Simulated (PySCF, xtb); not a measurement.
F3Sb, SMILES [F][Sb+]([F])[F], charge +1, multiplicity 2.

Harmonic wavenumbers (cm⁻¹) from GFN2-xTB in xtb at its own minimum, in rising order: 94, 95, 119, 322, 323, 370.

**Question.** What does PySCF 2.14.0 with PBE0-D3(BJ)/def2-SVP give at its own minimum? (Estimate from the structure and the level; the computed values follow.)

**Answer.** 156, 156, 182, 655, 680, 680. Paired by order, the mean absolute difference is 198 cm⁻¹ and the zero-point energies are 1.9 and 3.6 kcal/mol.
